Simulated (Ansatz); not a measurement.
In₃As₃H₁₂, a cluster cut from wurtzite InAs (hydrogen-capped) was relaxed with r2SCAN-D4 (def2-SVP) in Ansatz in these states: charge +1 doublet, neutral singlet. The geometries follow in no particular order.

In the def2 sets In takes a core potential; there is no spin–orbit coupling.

A:

Cartesian coordinates in Å:
```
As 0.859 2.207 0.253
In 2.493 0.353 1.244
As 1.575 -2.024 -0.123
In -1.915 2.414 0.259
As -2.222 -0.115 -0.854
In -1.278 -2.495 -0.121
H 1.377 3.446 0.944
H 1.425 2.518 -1.112
H 3.790 0.077 0.129
H 2.178 -0.001 2.879
H 2.116 -2.068 -1.532
H 2.305 -3.243 0.395
H -2.257 3.490 -1.014
H -2.311 2.152 1.898
H -2.033 -0.082 -2.352
H -3.707 -0.390 -0.871
H -1.605 -2.863 1.509
H -0.789 -3.375 -1.530
```

B:

Cartesian coordinates in Å:
```
As -1.5748 1.6977 -0.1575
In -2.7223 -0.5497 0.8547
As -0.3627 -1.7384 1.4963
In 0.3958 2.0777 -1.9919
As 2.1485 0.3758 -0.7989
In 1.9066 -2.1898 0.0683
H -2.7254 2.5679 -0.6155
H -1.2084 2.5543 1.0355
H -3.4896 -0.1088 2.3334
H -3.3427 -1.4188 -0.4948
H 0.0805 -1.1134 2.8017
H -0.7357 -3.0781 2.0939
H 1.0021 3.6748 -1.7655
H -0.1317 1.2901 -3.4282
H 2.7701 1.1482 0.3447
H 3.3834 0.3898 -1.6742
H 1.4307 -3.1141 -1.3031
H 3.1756 -2.4651 1.2012
```

Q: Judge from the bond lengths which geometry belongs to which state (an estimate).

A: A is the charge +1 doublet (As3–In6 2.892 Å, In2–As3 2.891 Å, As1–In4 2.782 Å); B is the neutral singlet (As3–In6 2.719 Å, In2–As3 2.719 Å, As1–In4 2.719 Å).
